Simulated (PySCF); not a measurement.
# Sb: excitation energy

Sb [Kr] 4d10 5s2 5p3 (4S) → Sb [Kr] 4d10 5s1 5p3 5d1 (6D), as a difference of total energies. Calculation: PySCF 2.14, in aug-cc-pVTZ-DK3 (8s7p5d2f, 68 functions); scalar relativity by spin-free X2C-1e. Correlated levels: valence: [Kr] 4d10 frozen. The calculations carry no spin-orbit coupling.

| method | excitation energy (eV) |
| --- | --- |
| UHF | 11.079 |
| LDA | 13.641 |
| PBE | 13.241 |
| PBE0 | 12.969 |
| r2SCAN | 12.825 |
| B3LYP | 13.473 |
| wB97X | 13.933 |
| B2PLYP | 13.094 |
| TPSSh | 13.037 |
| MP2 (valence) | 12.145 |
| SCS-MP2 (valence) | 12.480 |

Question: How much does correlation contribute at MP2 (valence)?

Answer: 12.145 − (11.079) = 1.066 eV, measured against UHF.

A first-order spin-orbit estimate (lowest level to lowest level, LS coupling) adds -0.017 eV.

The upper state lies above the first ionisation limit, but in LS coupling its spin forbids autoionisation to the ground ion; at this Z spin-orbit coupling breaks that rule.

The promoted electron is Rydberg-like, and one or two diffuse shells describe it only roughly, which tends to raise the upper state.
